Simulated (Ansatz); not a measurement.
Molecule: C6H8N, charge 0, multiplicity 2. It need not be the lowest isomer of its formula. 
Geometry from a B3LYP-D3(BJ)/def2-TZVP (Ansatz, an electronic-structure program) optimisation:
```xyz
15

C      2.4990    -0.4846     0.2380
C      1.2116    -0.0606    -0.0179
C      0.7305     1.0108    -0.8112
C     -0.6688     1.0148    -0.7401
C     -1.0665    -0.0310     0.0802
N      0.0712    -0.6668     0.5059
C     -2.4213    -0.4784     0.4940
H      2.7017    -1.3331     0.8758
H      3.3364     0.0334    -0.2023
H      1.3583     1.6898    -1.3635
H     -1.3407     1.7012    -1.2292
H      0.0890    -1.4651     1.1151
H     -2.6224    -1.5077     0.1802
H     -3.1792     0.1615     0.0450
H     -2.5482    -0.4374     1.5805
```
Charge 0, spin multiplicity 2.

Parts of the frozen-core correlation energy in 6-31G (Ansatz, hartree). Frozen orbitals: 7; correlated occupied orbitals by spin: 19 and 18; virtual: 53 and 54. Open shells are spin-unrestricted. No spin-orbit coupling. No relativistic terms.

| term | value |
|---|---|
| reference (HF) | -286.17671 |
| MP2 opposite-spin | (withheld) |
| MP2 same-spin | -0.14354 |
| CCSD correlation | (withheld) |
| (T) | (withheld) |
| T1 diagnostic | 0.028 |
| largest doubles amplitude | 0.061 |
| <S^2> of the reference | 1.051 |

**Question.** Fill in the missing entries.

**Answer.** 
- MP2 opposite-spin, value: -0.44563
- CCSD correlation, value: -0.66200
- (T), value: -0.02166
